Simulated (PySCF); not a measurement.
# One molecule, several mistakes: Al2BCH6

Calculated results; nothing here was measured. The program is PySCF 2.14.0, an open-source quantum chemistry code, run on an isolated molecule that a program drew, which may never have been made. The molecule is Al2BCH6 (charge 0, doublet), drawn as the SMILES string `B[CH2][Al][AlH2]`.

Each row is a Hartree-Fock (HF) and frozen-core CCSD(T) single point in the cc-pV(D+d)Z basis, meant for a local HF minimum. Run 1 is clean. Each other run has one planted mistake out of seven kinds, and not every kind appears here: one electron removed, one electron added, multiplicity raised by two, geometry at a saddle point, minimal basis STO-3G, one bond length entered in bohr, all coordinates scaled. The reference is restricted for singlets and unrestricted otherwise, and also for a bond in bohr. Adding or removing an electron swaps singlet and doublet. Electrons count all cores. HOMO and LUMO are orbital energies over both spins, the gradient is its largest component, and the lowest frequency (negative if imaginary) is given only where the gradient is small. Bond lengths are over the 9 bonds as drawn. T1 is the CCSD diagnostic: over 0.02 (restricted) or 0.045 (unrestricted) a single reference is doubtful.

Geometry of the clean run:
```xyz
10
Al2BCH6, angstrom
B    -2.1545    1.2774    0.1060
C    -1.2003    0.8890    1.2427
Al   -0.4151   -0.8732    0.6529
Al   -0.7724   -2.3361   -1.4753
H    -3.2977    0.8948    0.0997
H    -1.7591    1.8978   -0.8491
H    -1.6593    0.6605    2.2105
H    -0.3244    1.5304    1.3873
H     0.2268   -2.2226   -2.7026
H    -1.8000   -3.5448   -1.4533
```

| run | electrons | basis functions | <S^2> | HOMO (eV) | LUMO (eV) | gradient (hartree/bohr) | lowest frequency (cm^-1) | mean bond (Å) | longest bond (Å) | T1 | HF (hartree) | CCSD(T) (hartree) | mistake |
|---|---|---|---|---|---|---|---|---|---|---|---|---|---|
| 1 | 43 | 104 | 0.793 | -7.26 | 0.40 | 2.2e-05 | 46 | 1.5482 | 2.607 | 0.0215 | -549.83786 | -550.24908 | no fault |
| 2 | 42 | 104 | 0.000 | -14.74 | -5.84 | 3.3e-02 | - | 1.5482 | 2.607 | 0.0151 | -549.59785 | -549.99748 | one electron removed |
| 3 | 43 | 34 | 0.778 | -3.10 | 6.59 | 3.0e-02 | - | 1.5482 | 2.607 | 0.0175 | -543.20301 | -543.39825 | minimal basis STO-3G |
| 4 | 44 | 104 | 0.000 | -0.81 | 5.39 | 2.8e-02 | - | 1.5482 | 2.607 | 0.0216 | -549.84022 | -550.29255 | ? |
| 5 | 43 | 104 | 0.793 | -7.30 | 0.30 | 3.3e-02 | - | 1.6364 | 2.756 | 0.0218 | -549.81703 | -550.23305 | ? |

**Which mistake was planted in run 4, and what did it cost?**

It counts 44 electrons, one more than the clean run, at the same geometry and basis. So the mistake is: one electron added. Subtracting run 1 and multiplying by 627.51 kcal/mol a hartree, the energy moved by -1.5 kcal/mol in HF and -27.3 kcal/mol in CCSD(T).

**Which mistake was planted in run 5, and what did it cost?**

The mean and the longest bond both change by the same factor, 1.057, and the gradient is no longer small. So the mistake is: all coordinates scaled. Subtracting run 1 and multiplying by 627.51 kcal/mol a hartree, the energy moved by 13.1 kcal/mol in HF and 10.1 kcal/mol in CCSD(T).

Cautions from the logs. Run 4: T1 is over the limit, so its CCSD(T) energy is less reliable.
